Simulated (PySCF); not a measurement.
Working out the ionisation energy of Br

Br [Ar] 3d10 4s2 4p5 (2P) → Br⁺ [Ar] 3d10 4s2 4p4 (3P). All numbers are calculated (PySCF 2.14, the spin-free X2C one-electron Hamiltonian (Gaussian nucleus), in x2c-QZVPPall (11s8p5d4f1g, 97 functions)). Frozen: [Ne]. Energies in hartree (1 hartree = 27.21139 eV):

```
             part    Br (lower)   Br⁺ (upper)
              UHF  -2604.502904  -2604.109276
MP2 opposite-spin     -0.608717     -0.580353
    MP2 same-spin     -0.306372     -0.297172
```

Problem. What does Hartree-Fock give?

Solution. (-2604.109276) − (-2604.502904) = 0.393628 hartree = 10.711 eV.

Problem. What do MP2 and SCS-MP2 (6/5 opposite-spin, 1/3 same-spin) give?

Solution. The opposite-spin parts differ by 0.772 eV and the same-spin parts by 0.250 eV. MP2: 10.711 + (0.772) + (0.250) = 11.733 eV. SCS-MP2: 10.711 + 1.2 × (0.772) + (0.250)/3 = 11.721 eV.

Measured between the centres of the two terms (NIST): 11.844 eV, so MP2 (valence and next inner shell) is off by -0.111 eV.

What remains against the reference includes basis incompleteness, the frozen core and correlation beyond second order.
